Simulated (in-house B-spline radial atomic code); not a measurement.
RPA and G0W0 on wB97X: Ru3+

Configuration [Kr] 4d5, highest spin, mean-field start wB97X. Computed with an all-electron radial atomic-structure program (B-spline basis): all electrons, scalar-relativistic (spin-free one-electron X2C), finite nucleus, each spin shell either full or empty, empty states to l = 9 with an (l + 1/2)⁻⁴ tail; G0W0 by contour deformation at full frequency.

Command:
```bash
python run_gw.py task.json out
```
Settings (radii: box in bohr, nucleus in fm):
```
Z                        44
electrons                41
configuration            [Kr] 4d5
hamiltonian              x2c
method                   wb97x
lmax                     9
rms_radius               4.4809
spin_polarised           True
box_radius               14.14
intervals                68
```

Time taken, with all properties: 4.5 s on 1 thread of Arm Neoverse V2 (shared host).

Energies (hartree):

```csv
term,value
mean-field total,-4528.57559
Hartree-Fock functional on these orbitals,-4526.27283
direct second order,-3.3589
second-order exchange,0.97301
SOSEX correction,0.91476
```

What is the RPA correlation energy, and what remains with SOSEX?

RPA gives -3.0098 hartree (-2 eV per electron); RPA + SOSEX gives -2.095, and the second-order doubles -2.3859 hartree (no singles). SOSEX takes back 30 % of the RPA value.

Quasi-particle levels (eV):

```
  level  occupied  mean field  Σx - vxc     Σc  QP weight     G0W0
  4d up       yes      -43.12     -2.90      ?          ?        ?
4p down       yes      -83.12     -3.49   0.03      0.941   -86.58
4d down        no     -29.992      5.23  -3.43      0.958  -28.195
```

G0W0 = mean field + (Σx - vxc) + Σc, with Σc (partial-wave tail included) taken at the quasi-particle energy. Only the outer levels were computed. Levels of low weight are left out.

Where does G0W0 put 4d up?

At -46.27 eV, with Σc = -0.26 eV and a quasi-particle weight of 0.957. The tabulated removal energy is 45 ± 1.7 eV (NIST, tabulated theory); the calculation leaves out spin-orbit coupling, Breit and QED terms, and what these don't explain is the method's own error.
